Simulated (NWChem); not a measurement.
Molecule: C3H2N2O; SMILES N#C/N=C/C=O

```xyz
8

N      0.2606     3.0031     0.0000
C     -0.0393     1.8786     0.0000
N     -0.5040     0.6330     0.0000
C      0.2701    -0.3839     0.0000
C     -0.3496    -1.7390     0.0000
O      0.3138    -2.7402     0.0000
H      1.3721    -0.3323     0.0000
H     -1.4662    -1.7328     0.0000
```
Atoms are numbered in this order, from 1.

Results from NWChem. Medium grid unless said otherwise, to which SCAN and Minnesota functionals are sensitive. All runs use the structure optimised with PBE0/def2-SVP. Total energies of different functionals are on different scales.

| level | energy (Ha) | highest occupied level (eV) | orbital gap (eV) | dipole (D) |
|---|---|---|---|---|
| PBE/def2-TZVP | -299.9612 | -7.03 | 2.18 | 1.82 |
| B3LYP/def2-TZVP | -300.3022 | -8.49 | 4.35 | 1.95 |
| Hartree-Fock/def2-TZVP | -298.5867 | -12.12 | 12.12 | 2.41 |
| M06-2X/def2-TZVP | -300.1791 | -10.28 | 7.34 | 2.06 |
| r2SCAN/def2-TZVP | -300.1355 | -7.40 | 2.60 | 1.90 |
